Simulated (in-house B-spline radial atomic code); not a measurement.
## Ionising the zinc ion Zn⁵⁺ with different functionals

Computed with a radial B-spline atomic code at the basis-set limit: four-component Dirac-Coulomb Hamiltonian, Fermi nucleus of rms radius 3.9283 fm, spin-restricted, spherical fractional occupations for the functionals. The ionisation energy is the difference of two self-consistent energies, [Ar] 3d7 → [Ar] 3d6, without Breit or QED terms; ε is the level of the shell that loses the electron (mean over j). The electron is taken from both j subshells in proportion to 2j + 1, so the result is a j average, not the step between ground levels.

Hybrids are left out here: with spherical fractional occupations of an open shell their exact exchange keeps a self-interaction that integer-occupation calculations don't have.

```
           method  rung  ΔSCF (eV)  -ε(3d) (eV)
         LDA VWN5   LDA     112.14        98.71
 relativistic LDA   LDA     112.16        98.73
         LDA PW92   LDA     112.13        98.70
LDA exchange-only   LDA     110.09        96.69
              PBE   GGA          ?            ?
           PBEsol   GGA     111.78        98.34
             BLYP   GGA     111.75        98.32
             RPBE   GGA     111.74        98.30
             PW91   GGA          ?            ?
             BP86   GGA     111.88        98.44
             AM05   GGA     111.82        98.38
             OLYP   GGA     112.36        98.87
```

Task: What does PW91 give?

Result: ΔSCF 111.98 eV, and -ε(3d) = 98.53 eV.

Task: What does PBE give?

Result: ΔSCF 111.83 eV, and -ε(3d) = 98.39 eV.

Task: How do they compare with the NIST value?

Result: NIST lists 108 eV ± 1 (semi-empirical, ground level to ground level). Errors run from +2.09 to +4.36 eV. The correlated functionals all miss on the same side by more than they spread, so the cause is common to them (Breit-QED terms, spin polarisation, the choice among j levels, multiplet and fine-structure energies, or a listed next ion that isn't the cheapest removal here) and closeness doesn't rank the functionals.
